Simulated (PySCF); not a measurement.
The numbers are results of M06-2X/def2-TZVP // B3LYP-D3(BJ)/def2-SVP (PySCF), not measurements. Isolated molecules, 0 K electronic values unless said otherwise. One relaxed conformer stands for a flexible species; it need not be the lowest. Excitations are Tamm–Dancoff values on a coarser integration grid. The basis has no diffuse functions, so Rydberg states are missing or too high.

Reference species (SMILES): `C[N](C)[In]([Br])[Br]` (C–N–In–Br torsion 180°) (neutral, multiplicity 1).

```yaml
S1 oscillator strength: 0.006
HOMO–LUMO gap: 6.35 eV
LUMO: -1.54 eV
S1–T1 gap (TDA): 0.40 eV
```

After one change: the S1 oscillator strength hardly moves; the HOMO–LUMO gap rises by 1.19 eV; the LUMO falls by 0.88 eV; the S1–T1 gap (TDA) drops by 0.10 eV.

### Question
Which change was made? The new species is one of these.
A. `C[N](C)[In]([Br])[N](C)C` (C–N–In–Br torsion 174°, Br–In–N–C torsion -11°)
B. `C[N](C)[In]([N](C)C)[N](C)C`
C. `[Br][In]([Br])[Br]`

### Answer
C, `[Br][In]([Br])[Br]`
